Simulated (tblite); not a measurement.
Compound: C₇H₉GeNO.
Numbering: `[CH:1]#[C:2][C:3]#[C:4][GeH2:5][N:6]([CH:7]=[O:8])[CH2:9][CH3:10]` (hydrogens: H11 on C1; H12, H13 on Ge5; H14 on C7; H15, H16 on C9; H17, H18, H19 on C10)

Computed with GFN2-xTB (tblite), gas phase: L-BFGS steps from a force-field or distance-geometry start until the largest atomic force falls under 0.01 eV/Å.

At the end of the run (lengths in Å): N6–C7 1.326, C2–C3 1.359, Ge5–H12 1.493, C4–Ge5 1.903, Ge5–H13 1.492, Ge5–N6 1.885, C7–H14 1.101, Ge5–N6–C7 107.1°, Ge5–N6–C9 129.1°, C7–N6–C9 123.5°, N6–C7–O8 119.9°, C4–Ge5–N6–C7 179°, Ge5–N6–C7–O8 -1°, Ge5–N6–C9–C10 -83°, H14–C7–N6–Ge5 180°, H12–Ge5–N6–C7 -65°.

**Question.** These geometries were met on the way; a selection of coordinates is given. Order them by energy above the end point, lowest first.
A. N6–C7 1.333, C2–C3 1.367, Ge5–H12 1.514, C4–Ge5 1.951, Ge5–H13 1.518, Ge5–N6 1.918, C7–H14 1.132, Ge5–N6–C7 121.7°, Ge5–N6–C9 118.2°, C7–N6–C9 120.1°, N6–C7–O8 127.1°, C4–Ge5–N6–C7 180°, Ge5–N6–C7–O8 -1°, Ge5–N6–C9–C10 -89°, H14–C7–N6–Ge5 179°, H12–Ge5–N6–C7 -62°
B. N6–C7 1.413, C2–C3 1.415, Ge5–H12 1.543, C4–Ge5 1.908, Ge5–H13 1.536, Ge5–N6 1.869, C7–H14 1.095, Ge5–N6–C7 123.7°, Ge5–N6–C9 120.2°, C7–N6–C9 116.1°, N6–C7–O8 123.9°, C4–Ge5–N6–C7 179°, Ge5–N6–C7–O8 0°, Ge5–N6–C9–C10 -90°, H14–C7–N6–Ge5 180°, H12–Ge5–N6–C7 -63°
C. N6–C7 1.337, C2–C3 1.360, Ge5–H12 1.497, C4–Ge5 1.941, Ge5–H13 1.504, Ge5–N6 1.899, C7–H14 1.112, Ge5–N6–C7 120.9°, Ge5–N6–C9 119.0°, C7–N6–C9 119.8°, N6–C7–O8 123.7°, C4–Ge5–N6–C7 -178°, Ge5–N6–C7–O8 -4°, Ge5–N6–C9–C10 -87°, H14–C7–N6–Ge5 177°, H12–Ge5–N6–C7 -60°
D. N6–C7 1.335, C2–C3 1.363, Ge5–H12 1.488, C4–Ge5 1.899, Ge5–H13 1.481, Ge5–N6 1.862, C7–H14 1.104, Ge5–N6–C7 116.5°, Ge5–N6–C9 122.6°, C7–N6–C9 119.6°, N6–C7–O8 123.6°, C4–Ge5–N6–C7 -177°, Ge5–N6–C7–O8 -5°, Ge5–N6–C9–C10 -82°, H14–C7–N6–Ge5 174°, H12–Ge5–N6–C7 -59°
E. N6–C7 1.329, C2–C3 1.353, Ge5–H12 1.494, C4–Ge5 1.900, Ge5–H13 1.493, Ge5–N6 1.868, C7–H14 1.098, Ge5–N6–C7 112.3°, Ge5–N6–C9 125.1°, C7–N6–C9 121.2°, N6–C7–O8 122.4°, C4–Ge5–N6–C7 -177°, Ge5–N6–C7–O8 -4°, Ge5–N6–C9–C10 -82°, H14–C7–N6–Ge5 176°, H12–Ge5–N6–C7 -62°

**Answer.** E (0.065 eV), D (0.116 eV), C (0.208 eV), A (0.357 eV), B (0.635 eV).

```
step  E above end (eV)  rms distance from the end, all atoms (Å)  largest force (eV/Å)  rms shift of all bonds from the end (Å)
  14             0.065                                     0.098                 0.330                                    0.005
  11             0.116                                     0.133                 0.299                                    0.008
   6             0.208                                     0.172                 0.608                                    0.012
   2             0.357                                     0.190                 1.742                                    0.020
   0             0.635                                     0.197                 2.888                                    0.033
```

Rows stand in the order of the answer.
